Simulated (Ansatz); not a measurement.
A made-up structure of AlBH2Se, closed shell:

| atom | x (Å) | y (Å) | z (Å) |
| --- | --- | --- | --- |
| B1 | 0.5746 | 0.8548 | -0.0351 |
| Al2 | -0.7748 | -0.5901 | -0.3650 |
| Se3 | 0.3098 | -1.1405 | 1.1547 |
| H4 | -1.9272 | -1.3643 | -0.9837 |
| H5 | 1.2986 | 1.7433 | 0.0590 |

It is relaxed with PBE-D4/def2-SVP and then PBE0-D4/def2-TZVP (Ansatz 0.2.0). Atoms count as bonded within 1.22 times the sum of their covalent radii (H–H: 0.88 Å). The end point is not checked to be a true minimum.

Question: Does its bonding change? (Judge from chemistry; the calculation decides.)

Answer: By the calculation: No: no bond forms or breaks.

Where it ends: The first stage lowers the energy by 2.14 eV in 7 steps. It ends as AlBH₂Se ([BH]1[AlH][Se]1):
B1  (0.566, 0.688, 0.078)
Al2  (-0.895, -0.547, -0.520)
Se3  (0.598, -0.866, 1.250)
H4  (-2.076, -1.402, -1.109)
H5  (1.287, 1.630, 0.131)
(Å)

Labels in which every atom is bracketed show which atoms are joined, not bond orders.

For scale, one of the runs: PBE0-D4/def2-TZVP relaxation, 128 basis functions, launched by `ansatz run in.yaml --threads 2 --pin off --events-out ev --progress --plain --max-ram 4352MiB`. Hardware: 2 CPU threads of an Intel Xeon Platinum 8259CL, shared host. Wall time about 18 s.
